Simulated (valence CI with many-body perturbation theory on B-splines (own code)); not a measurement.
# Which ion has this spectrum?

A relativistic CI+MBPT calculation for an atom or ion with 13 electrons gives these levels (eV):

```
  J  Parity       E     g
1/2     odd    0.00  0.66
3/2     odd   89.97  1.33
1/2    even  104.39  2.29
3/2    even  176.26  1.67
5/2    even  187.77  1.37
3/2    even  203.53  0.93
1/2    even  211.66  1.19
3/2    even  248.87  0.84
5/2    even  257.60  1.30
5/2    even  283.76  1.31
1/2    even  302.13  1.84
3/2    even  307.11  1.20
3/2     odd  309.65  1.24
3/2     odd  323.62  0.54
```

The energies are calculated, and their last digits are not significant.

(1) Which is it?
A. Ce45+
B. Cs42+
C. Te39+
D. Ba43+

Results:

(1) B. Cs42+, ground level (3s^2 3p1/2) J=1/2.
